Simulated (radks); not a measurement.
The nuclear charge of the potassium ion K+ is varied continuously with 18 electrons held in [Ar]. Calculated with a radial shooting solver on a logarithmic mesh with Libxc functionals: non-relativistic Kohn-Sham, TPSS, spin-polarised, spherical densities, point nucleus; meta-GGA in the generalised Kohn-Sham scheme. By the Hellmann-Feynman theorem dE/dZ = E(electron-nucleus)/Z, the electronic potential at the nucleus.

Z      E (hartree)  E(electron-nucleus)/Z (hartree)  HOMO  e(HOMO) (eV)  <r> HOMO (bohr)
18.5    -563.05881                         -72.2162    3p       -17.292            1.532
18.75   -581.26733                         -73.4518    3p       -21.076            1.477
19      -599.78462                         -74.6863    3p       -25.085            1.426
19.25   -618.61038                         -75.9197    3p       -29.313            1.379
19.5    -637.74439                         -77.1522    3p       -33.758            1.336
19.75   -657.18641                         -78.3839    3p       -38.416            1.296
20      -676.93626                         -79.6148    3p       -43.286            1.259

The central difference of E at Z = 19 is -74.686 hartree, to compare with the third column; the second derivative is -4.94 hartree.
